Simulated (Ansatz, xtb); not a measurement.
## Two structures of C2H6BeO

Structure I: a singlet given by its coordinates. Structure II: `C[CH2][Be][OH]`, a singlet. Both are isolated molecules in the gas phase, relaxed with B3LYP/6-31G*.

I (Å):

```json
{"atom": "C", "x (Å)": "-0.5643", "y (Å)": "-3.0937", "z (Å)": "-0.9718"}
{"atom": "C", "x (Å)": "1.9055", "y (Å)": "0.4561", "z (Å)": "-2.0826"}
{"atom": "Be", "x (Å)": "0.3715", "y (Å)": "-1.7495", "z (Å)": "-1.3909"}
{"atom": "O", "x (Å)": "1.1404", "y (Å)": "-0.6452", "z (Å)": "-1.7351"}
{"atom": "H", "x (Å)": "-0.1906", "y (Å)": "-4.0166", "z (Å)": "-1.4350"}
{"atom": "H", "x (Å)": "-0.5762", "y (Å)": "-3.2656", "z (Å)": "0.1128"}
{"atom": "H", "x (Å)": "-1.6104", "y (Å)": "-2.9819", "z (Å)": "-1.2867"}
{"atom": "H", "x (Å)": "2.8426", "y (Å)": "0.1454", "z (Å)": "-2.5649"}
{"atom": "H", "x (Å)": "1.3618", "y (Å)": "1.1056", "z (Å)": "-2.7825"}
{"atom": "H", "x (Å)": "2.1610", "y (Å)": "1.0512", "z (Å)": "-1.1949"}
```

Close contacts (Å): C1–Be3 1.69, C2–O4 1.39, Be3–O4 1.39, C1–H5 1.10, C1–H6 1.10, C1–H7 1.10, C2–H8 1.10, C2–H9 1.10, C2–H10 1.10.

II (Å):

```yaml
atoms:
  - { symbol: C, position_ang: [-1.0681, -0.7099, 0.4145] }
  - { symbol: C, position_ang: [-0.1415, -0.9114, -0.8054] }
  - { symbol: Be, position_ang: [-0.0828, 0.3676, -1.9170] }
  - { symbol: O, position_ang: [0.0259, 1.4425, -2.8342] }
  - { symbol: H, position_ang: [-0.7755, 0.1665, 1.0060] }
  - { symbol: H, position_ang: [-2.1114, -0.5566, 0.1110] }
  - { symbol: H, position_ang: [-1.0552, -1.5742, 1.0925] }
  - { symbol: H, position_ang: [0.8809, -1.1163, -0.4505] }
  - { symbol: H, position_ang: [-0.4391, -1.8287, -1.3375] }
  - { symbol: H, position_ang: [-0.5886, 1.8073, -3.4741] }
```

Quicker runs give these differences E(II) − E(I): GFN2-xTB −0.028 eV; HF/STO-3G +0.326 eV (at GFN2-xTB geometries); r2SCAN-D4/def2-SVP −0.216 eV (at GFN2-xTB geometries).

**Question.** Estimate which is lower in electronic energy at CCSD(T)/def2-TZVP, and by roughly how much.

**Answer.** The CCSD(T)/def2-TZVP calculation puts structure II lower, by 0.288 eV.

How the difference moves with the method:

| level | geometry | E(II) − E(I) (eV) | departure from the last row (eV) | job, with rough time for the two |
| --- | --- | --- | --- | --- |
| GFN2-xTB | GFN2-xTB | −0.028 | +0.260 | optimisation, 0.29 s |
| HF/STO-3G | GFN2-xTB | +0.326 | +0.614 | single point, 0.44 s |
| r2SCAN-D4/def2-SVP | GFN2-xTB | −0.216 | +0.072 | single point, 4.3 s |
| B3LYP/6-31G* | B3LYP/6-31G* | +0.006 | +0.294 | optimisation, 1.7 min |
| HF/def2-TZVP | B3LYP/6-31G* | −0.183 | +0.105 | part of the CCSD(T) run |
| MP2/def2-TZVP | B3LYP/6-31G* | −0.334 | −0.046 | part of the CCSD(T) run |
| CCSD(T)/def2-TZVP | B3LYP/6-31G* | −0.288 |  | single point, 93 s |

HF/STO-3G puts the two in the other order. B3LYP/6-31G* finds them nearly level. The largest departure from CCSD(T)/def2-TZVP is that of HF/STO-3G, 0.614 eV.

With harmonic frequencies from B3LYP/6-31G* (ideal gas, rigid rotor, one conformer each, 298.15 K, 1 atm): on the last row, ΔE + ΔZPE = −0.301 eV. A mode under 50 cm⁻¹ makes harmonic enthalpies and free energies unreliable, so none is given.

The correlated steps freeze 3 core orbitals; the last core shell of Be is correlated, in a basis made for valence electrons. Run with Ansatz 0.2.0, xtb 6.7.1; the last row on 1 thread of Arm Neoverse V1 on a shared host.
